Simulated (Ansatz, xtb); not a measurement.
**Relative energy of two structures of FGeH3Zn**

Structure a: a singlet given by its coordinates. Structure b: `[F][Zn][GeH3]`, a singlet. Both are isolated molecules in the gas phase, relaxed with PBE0-D3(BJ)/pcseg-1.

a (Å):

```xyz
6

F     1.5292   -0.7857    0.5891
Ge    0.4279   -1.6760   -0.7493
Zn    0.0927    0.6776    0.1926
H     0.4529   -0.1675   -1.5086
H    -0.1516    2.1005    0.7287
H    -0.8531   -1.0072    0.1250
```

Close contacts (Å): F1–Ge2 1.95, F1–Zn3 2.09, Ge2–Zn3 2.56, Ge2–H4 1.69, Ge2–H6 1.69, Zn3–H4 1.93, Zn3–H5 1.54, Zn3–H6 1.93.

b (Å):

```xyz
6

F    -4.0814    0.6367   -1.9188
Ge   -0.1672   -0.3198   -0.9615
Zn   -2.4091    0.2274   -1.5097
H     0.6110   -0.7738   -2.2083
H    -0.1128   -1.4600    0.0695
H     0.5664    0.8927   -0.3632
```

Task: Estimate E(b) − E(a) at the level CCSD(T)/def2-TZVP.

Result: Calculated at CCSD(T)/def2-TZVP: E(b) − E(a) = −23.5 kcal/mol, so structure b lies lower.

Level by level:

| level | geometry | E(b) − E(a) (kcal/mol) | departure from the last row (kcal/mol) | job, with rough time for the two |
| --- | --- | --- | --- | --- |
| PBE0-D3(BJ)/pcseg-1 | PBE0-D3(BJ)/pcseg-1 | −19.8 | +3.8 | optimisation, 57 s |
| HF/def2-TZVP | PBE0-D3(BJ)/pcseg-1 | −25.2 | −1.7 | part of the CCSD(T) run |
| MP2/def2-TZVP | PBE0-D3(BJ)/pcseg-1 | −26.9 | −3.3 | part of the CCSD(T) run |
| CCSD(T)/def2-TZVP | PBE0-D3(BJ)/pcseg-1 | −23.5 |  | single point, 3.3 min |

The levels shown agree on the order. The largest departure from CCSD(T)/def2-TZVP is that of PBE0-D3(BJ)/pcseg-1, 3.8 kcal/mol. Levels run at GFN2-xTB geometries aren't shown.

With harmonic frequencies from PBE0-D3(BJ)/pcseg-1 (ideal gas, rigid rotor, one conformer each, 600 K, 1 atm): on the last row, ΔE + ΔZPE = −22.1, ΔH = −21.9, ΔG = −21.3 kcal/mol.

The correlated steps freeze 15 core orbitals; the filled d shell of Ge is correlated; the last core shell of Zn is correlated, in a basis made for valence electrons. Codes used: Ansatz 0.2.0; the last row on 1 thread of Arm Neoverse V2 on a shared host.
